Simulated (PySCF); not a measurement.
PySCF 2.14 output of a UHF calculation on a single atom or ion in aug-cc-pVTZ (5s4p3d2f, 46 functions), with no relativity, point nucleus:

```
SCF conv_tol = 1e-09
number electrons alpha = 4  beta = 2
cycle= 1 E= -37.2341838652491  delta_E= -0.00359  |g|= 0.023  |ddm|= 0.0484
cycle= 2 E= -37.2344951211527  delta_E= -0.000311  |g|= 0.00692  |ddm|= 0.0152
cycle= 3 E= -37.2345292306645  delta_E= -3.41e-05  |g|= 0.000332  |ddm|= 0.0071
cycle= 4 E= -37.2345293339404  delta_E= -1.03e-07  |g|= 2.92e-05  |ddm|= 0.000549
cycle= 5 E= -37.2345293349812  delta_E= -1.04e-09  |g|= 7.23e-06  |ddm|= 0.000106
cycle= 6 E= -37.2345293350456  delta_E= -6.45e-11  |g|= 8.06e-07  |ddm|= 4.09e-05
converged SCF energy = -37.2345293350456  <S^2> = 2.0055206  2S+1 = 3.0036782
```

The run itself started from symmetry-adapted Hartree-Fock orbitals and held the occupation by maximum overlap, so the iterations belong to that start.

Task: Which element, charge and spin multiplicity is this?

Result: C (carbon, neutral), multiplicity 3; the state was [He] 2s2 2p1 3d1, one real determinant (an excited configuration).

⟨L²⟩ = 8.02 against 12 for a pure F term, so this real determinant mixes terms. The outer electron is Rydberg-like, and this basis confines it to a smaller radius and binds it less than a complete one would. At UHF the highest occupied level has a positive energy, so only the finite basis holds that electron; for this excited configuration the basis is too tight for the outer shell.
